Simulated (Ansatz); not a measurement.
Basis sets compared for Si3Te6. The state is a singlet with charge 0. Geometry PBE-D4/def2-SVP. Ansatz on 4 threads of Arm Neoverse V2 on a shared host; times are rough, and most runs start from earlier orbitals.

```xyz
9

Si   -0.3721   -0.6982   -2.1347
Si   -0.7627   -1.3963    2.1732
Si    1.0811    0.9882    0.8203
Te    1.3765    1.0465   -1.6912
Te   -0.6215   -1.4759   -4.3181
Te   -1.9142   -1.4880   -0.3059
Te    0.7919    2.9957    2.2570
Te   -1.3995    1.1994    1.3578
Te    1.8205   -1.1714    1.8416
```

In the def2 sets Te takes a core potential; there is no spin–orbit coupling. The restricted singlet is unstable towards broken spin symmetry in Hartree–Fock (as tested in another run); at PBE-D4/def2-SVP, PBE-D4/def2-TZVP, PBE0-D4/def2-SVP, PBE0-D4/def2-TZVP this wasn't settled. The structure comes from a short search, and lower isomers may exist.

Binding counts from free atoms (Si triplet, Te triplet) in the same basis, without a counterpoise term.

```json
{"level": "PBE-D4/def2-SVP", "functions": "210", "energy (Eh)": "-2476.1321", "HOMO (eV)": "-5.25", "LUMO (eV)": "-3.80", "binding per atom (eV)": "2.96", "wall time": "6 s"}
{"level": "PBE0-D4/def2-SVP", "functions": "210", "energy (Eh)": "-2476.2918", "HOMO (eV)": "-6.17", "LUMO (eV)": "-3.38", "binding per atom (eV)": "2.78", "wall time": "12 s"}
```

(1) Estimate the rows for PBE-D4/def2-TZVP, PBE0-D4/def2-TZVP.

Results:

(1) 
| level | functions | energy (Eh) | HOMO (eV) | LUMO (eV) | binding per atom (eV) | wall time |
| --- | --- | --- | --- | --- | --- | --- |
| PBE-D4/def2-TZVP | 411 | -2476.5005 | -5.28 | -3.80 | 3.00 | 15 s |
| PBE0-D4/def2-TZVP | 411 | -2476.6567 | -6.15 | -3.33 | 2.84 | 46 s |
